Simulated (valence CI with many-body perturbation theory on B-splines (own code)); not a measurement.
## Hg49+: calculated level list

Method: configuration interaction combined with many-body perturbation theory (CI+MBPT): three valence electrons over a frozen Dirac-Fock core [Ar] 3d10, radial functions for each j: 11 s, 11 p, 10 d, 8 f, 5 g, 2 h, with the one-electron correlation potential Σ1 (screened to all orders), the two-electron term Σ2, the three-electron term Σ3, Breit, model QED; selected single and double excitations, second order for the rest, scaled by the run's own slope (own B-spline code, finite nucleus).

The last digits are not significant, and no measured levels were compared; by estimate large intervals hold to a few tenths of a per cent, small ones and those within an open d or f shell to about a per cent.

Levels 136 to 177 of 177, with energies above the lowest level, (4s^2 4p1/2) J=1/2. "Leading %" is the weight of the configuration and term that name the level; weights of strongly mixed levels are sums over their largest components and can fall short, so below about 35 % the name and the second component can differ from the true leading terms, or belong to a minority configuration. In the jj column 3d3/2^4 stands for four electrons in 3d with j = 3/2. Lifetimes count E1, E2, E3, M1 and M2 decay at the calculated energies, and are blank where another channel may lead or the interval is too uncertain; long ones can be off by a factor of two.

| No. | Configuration | Term | J | E (× 10³ cm⁻¹) | Leading % | Lifetime | Leading jj | Second component |
| --- | --- | --- | --- | --- | --- | --- | --- | --- |
| 136 | 4p2 4f | 4D° | 5/2 | 7517.0 | 41 | 860 fs | 4p1/2 4p3/2 4f7/2 (83 %) | 40 % 4p2 4f 2D° |
| 137 | 4p 4d2 | 4D° | 7/2 | 7533.5 | 21 | 669 fs | 4p1/2 4p3/2 4f5/2 (36 %) | 18 % 4p2 4f 2F° |
| 138 | 4p2 4f | 2P° | 3/2 | 7554.2 | 32 | 1.17 ps | 4p1/2 4p3/2 4f7/2 (55 %) | 14 % 4p 4d2 4P° |
| 139 | 4p2 4f | 2F° | 5/2 | 7563.4 | 24 | 1.08 ps | 4p1/2 4p3/2 4f7/2 (59 %) | 22 % 4p2 4f 2D° |
| 140 | 4p 4d2 | 2H° | 9/2 | 7656.8 | 25 | 966 fs | 4p1/2 4d5/2^2 (51 %) | 14 % 4p2 4f 2G° |
| 141 | 4p 4d2 | 2F° | 5/2 | 7658.4 | 28 | 1.03 ps | 4p1/2 4d5/2^2 (57 %) | 20 % 4p2 4f 2F° |
| 142 | 4p2 4f | 2P° | 3/2 | 7665.2 | 17 | 943 fs | 4p1/2 4d5/2^2 (56 %) | 17 % 4p 4d2 2P° |
| 143 | 4p 4d2 | 2F° | 7/2 | 7680.7 | 20 | 657 fs | 4p1/2 4d5/2^2 (44 %) | 14 % 4p 4d2 2G° |
| 144 | 4p 4d2 | 2P° | 1/2 | 7705.4 | 71 | 1.14 ps | 4p1/2 4d5/2^2 (95 %) | 19 % 4p 4d2 4D° |
| 145 | 4s 4d 4f | 4H° | 7/2 | 7852.7 | 86 | 715 fs | 4s 4d3/2 4f5/2 (99 %) | 10 % 4s 4d 4f 2G° |
| 146 | 4s 4d 4f | 4H° | 9/2 | 7894.4 | 60 | 643 fs | 4s 4d3/2 4f5/2 (86 %) | 19 % 4s 4d 4f 2H° |
| 147 | 4s 4d 4f | 4F° | 3/2 | 7899.0 | 69 | 526 fs | 4s 4d3/2 4f5/2 (93 %) | 22 % 4s 4d 4f 2D° |
| 148 | 4s 4d 4f | 4F° | 5/2 | 7906.5 | 45 | 534 fs | 4s 4d3/2 4f5/2 (89 %) | 21 % 4s 4d 4f 2D° |
| 149 | 4s 4d 4f | 4G° | 7/2 | 7954.2 | 39 | 522 fs | 4s 4d3/2 4f5/2 (64 %) | 27 % 4s 4d 4f 4F° |
| 150 | 4s 4d 4f | 2G° | 7/2 | 7970.8 | 46 | 614 fs | 4s 4d3/2 4f7/2 (74 %) | 20 % 4s 4d 4f 4F° |
| 151 | 4s 4d 4f | 4F° | 9/2 | 7972.3 | 29 | 605 fs | 4s 4d3/2 4f7/2 (90 %) | 22 % 4s 4d 4f 4G° |
| 152 | 4s 4d 4f | 4G° | 5/2 | 7973.6 | 70 | 439 fs | 4s 4d3/2 4f5/2 (94 %) | 16 % 4s 4d 4f 2F° |
| 153 | 4s 4d 4f | 4H° | 11/2 | 7998.9 | 75 | 752 fs | 4s 4d3/2 4f7/2 (78 %) | 14 % 4s 4d 4f 2H° |
| 154 | 4s 4d 4f | 4P° | 5/2 | 8008.2 | 26 | 572 fs | 4s 4d3/2 4f7/2 (88 %) | 22 % 4s 4d 4f 4F° |
| 155 | 4s 4d 4f | 4D° | 3/2 | 8012.6 | 31 | 505 fs | 4s 4d3/2 4f5/2 (88 %) | 25 % 4s 4d 4f 4P° |
| 156 | 4s 4d 4f | 4D° | 7/2 | 8024.7 | 26 | 504 fs | 4s 4d3/2 4f7/2 (79 %) | 21 % 4s 4d 4f 2F° |
| 157 | 4s 4d 4f | 4D° | 1/2 | 8031.2 | 63 | 461 fs | 4s 4d3/2 4f5/2 (89 %) | 25 % 4s 4d 4f 2P° |
| 158 | 4s 4d 4f | 2H° | 9/2 | 8035.7 | 60 | 679 fs | 4s 4d3/2 4f7/2 (77 %) | 15 % 4s 4d 4f 4H° |
| 159 | 4s 4d 4f | 4P° | 5/2 | 8057.8 | 32 | 500 fs | 4s 4d3/2 4f7/2 (86 %) | 30 % 4s 4d 4f 2F° |
| 160 | 4s 4d 4f | 2D° | 3/2 | 8074.6 | 37 | 503 fs | 4s 4d3/2 4f7/2 (81 %) | 29 % 4s 4d 4f 2P° |
| 161 | 4s 4d 4f | 4G° | 9/2 | 8155.6 | 47 | 1.21 ps | 4s 4d5/2 4f5/2 (87 %) | 31 % 4s 4d 4f 2G° |
| 162 | 4s 4d 4f | 4G° | 7/2 | 8170.9 | 30 | 1.03 ps | 4s 4d5/2 4f5/2 (90 %) | 23 % 4s 4d 4f 4D° |
| 163 | 4s 4d 4f | 4H° | 13/2 | 8171.2 | 100 | 2.34 ps | 4s 4d5/2 4f7/2 (100 %) |  |
| 164 | 4s 4d 4f | 4D° | 5/2 | 8180.9 | 42 | 1.03 ps | 4s 4d5/2 4f5/2 (89 %) | 18 % 4s 4d 4f 4F° |
| 165 | 4s 4d 4f | 4G° | 11/2 | 8196.1 | 57 | 1.25 ps | 4s 4d5/2 4f5/2 (56 %) | 20 % 4s 4d 4f 2H° |
| 166 | 4s 4d 4f | 4F° | 9/2 | 8202.3 | 59 | 1.35 ps | 4s 4d5/2 4f7/2 (94 %) | 26 % 4s 4d 4f 2G° |
| 167 | 4s 4d 4f | 4D° | 3/2 | 8206.6 | 44 | 912 fs | 4s 4d5/2 4f5/2 (87 %) | 19 % 4s 4d 4f 4P° |
| 168 | 4s 4d 4f | 2G° | 7/2 | 8210.5 | 54 | 1.02 ps | 4s 4d5/2 4f5/2 (62 %) | 12 % 4s 4d 4f 4D° |
| 169 | 4s 4d 4f | 4P° | 1/2 | 8222.8 | 83 | 1.04 ps | 4s 4d5/2 4f5/2 (98 %) | 15 % 4s 4d 4f 4D° |
| 170 | 4s 4d 4f | 2F° | 5/2 | 8235.0 | 48 | 1.12 ps | 4s 4d5/2 4f5/2 (73 %) | 25 % 4s 4d 4f 2D° |
| 171 | 4s 4d 4f | 2D° | 3/2 | 8246.5 | 45 | 1.07 ps | 4s 4d5/2 4f5/2 (67 %) | 35 % 4s 4d 4f 4P° |
| 172 | 4s 4d 4f | 2F° | 7/2 | 8248.2 | 60 | 1.33 ps | 4s 4d5/2 4f7/2 (69 %) | 13 % 4s 4d 4f 2G° |
| 173 | 4s 4d 4f | 2H° | 11/2 | 8249.4 | 79 | 2.03 ps | 4s 4d5/2 4f7/2 (83 %) | 7 % 4s 4d 4f 4H° |
| 174 | 4p 4d2 | 2D° | 3/2 | 8267.8 | 29 | 274 fs | 4p3/2 4d3/2^2 (90 %) | 26 % 4p 4d2 4F° |
| 175 | 4s 4d 4f | 2D° | 5/2 | 8278.4 | 34 | 1.07 ps | 4s 4d5/2 4f7/2 (81 %) | 33 % 4s 4d 4f 4P° |
| 176 | 4s 4d 4f | 2P° | 1/2 | 8285.1 | 64 | 856 fs | 4s 4d5/2 4f5/2 (75 %) | 11 % 4s 4d 4f 4D° |
| 177 | 4s 4d 4f | 2G° | 9/2 | 8288.0 | 43 | 907 fs | 4s 4d5/2 4f5/2 (61 %) | 36 % 4s 4d 4f 2H° |
